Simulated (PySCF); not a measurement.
Species: acetamide-aluminium trichloride adduct [AlCl3L], C2H5AlCl3NO.
Numbering: `[CH3:1]/[C:2]([NH2:3])=[O+:4]/[Al-:5]([Cl:6])([Cl:7])[Cl:8]` (hydrogens: H9, H10, H11 on C1; H12, H13 on N3)

Torsions of this conformer, `[CH3:1]/[C:2]([NH2:3])=[O+:4]/[Al-:5]([Cl:6])([Cl:7])[Cl:8]`: C2–O4–Al5–Cl6 -88°, H–N3–C2–C1 1°, H–N3–C2–C1 177°.

The closed-shell ground state was solved at several levels (PySCF, density fitting, gas phase, non-relativistic). Geometry: PBE0-D3(BJ)/def2-SVP; no solvent, vibrations or thermal averaging.

```csv
level,basis functions,total energy (Eh),HOMO (eV),LUMO (eV),gap (eV),dipole (D)
B97-2/pcSseg-1,189,-1832.4717,-8.03,-1.65,6.38,9.84
wB97X-D/def2-SVPD,228,-1831.8219,-10.17,0.23,10.40,9.56
```

Question: What might PBE0/pcSseg-1 (189 basis functions) give for the same quantities?

Answer: Total energy -1831.6359 Eh, HOMO -8.29 eV, LUMO -1.57 eV, gap 6.72 eV, dipole 9.83 D.

Question: Over all these levels, which gives the widest orbital gap and which the narrowest?

Answer: wB97X-D/def2-SVPD (range-separated hybrid) has the widest, 10.40 eV, and B97-2/pcSseg-1 (global hybrid, 21 % exact exchange) the narrowest, 6.38 eV. Functional and basis both differ between the two, so the spread mixes both effects.

Question: How far do the dipole and the HOMO energy spread over the levels?

Answer: The dipole runs from 9.56 to 9.84 D (mean 9.74 D) and the HOMO from -10.17 to -8.03 eV.

The pairwise dispersion term of wB97X-D wasn't added to the energies; at a given geometry it leaves orbitals and properties as they are.
